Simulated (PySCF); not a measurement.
Compound: C6H12O2Si.
Cartesian coordinates in Å at the GFN2-xTB level; atoms count from 1:
```
atom  x, y, z in Å
C1     3.102   -0.183    0.477
O2     2.286    0.739    1.157
C3     1.081    1.039    0.491
C4     0.111   -0.128    0.506
C5    -0.139   -0.963   -0.692
C6    -1.240   -0.048   -0.189
Si7   -2.807   -0.704    0.660
C8    -1.574    1.128   -0.980
O9    -2.681    1.611   -0.959
H10    2.625   -1.164    0.388
H11    4.013   -0.275    1.065
H12    3.354    0.181   -0.528
H13    1.291    1.356   -0.541
H14    0.659    1.885    1.042
H15    0.098   -0.623    1.472
H16   -0.290   -2.026   -0.577
H17    0.346   -0.687   -1.619
H18   -3.789   -1.022   -0.369
H19   -2.396   -1.934    1.352
H20   -3.274    0.281    1.627
H21   -0.783    1.554   -1.628
```

NICS = −σ at a ghost point: NICS(0) at the centroid of the ring atoms, NICS(1) 1 Å to either side along the normal of their mean plane, zz for the tensor component along that normal. Level: GIAO PBE0/pcSseg-1 (PySCF, non-relativistic, gas phase) on the GFN2-xTB geometry, one conformer.

Ring bond lengths (Å), with Mayer bond orders in brackets: C4–C5 1.481 (0.93), C5–C6 1.517 (0.88), C6–C4 1.522 (0.84).

Problem. What do the NICS probes read (ppm)?

Solution. 
| ring | type | NICS(0) | NICS(1), two faces | NICS(1)zz, two faces | rms pucker (Å) | centre to ring atoms, mean (Å) |
| --- | --- | --- | --- | --- | --- | --- |
| C4–C5–C6 | 3-membered carbocycle; formal bonds all single | -42.8 | -7.5 / -8.8 | -22.7 / -23.3 | 0.00 | 0.87 |

Problem. What do they say, and how far can they be read as aromaticity?

Solution. 
- C4–C5–C6: mean NICS(1)zz -23.0 ppm, shielded. C4, C5, C6 have four or more neighbours; no verdict on aromaticity is drawn. NICS(0) lies 35 ppm below the mean NICS(1).

Problem. At the first NICS(1) probe listed for ring C4–C5–C6, 1 Å off the ring, what do the in-plane components average?

Solution. The isotropic value is a third of the trace: (3 × -7.5 − (-22.7))/2 = 0.1 ppm.

Problem. List the ring angles and the Hirshfeld charges of the ring atoms.

Solution. 
- C4–C5–C6: C4 60.7° (-0.032 e), C5 61.0° (-0.078 e), C6 58.4° (-0.095 e); sum 180.0° against 180° for a flat convex ring.
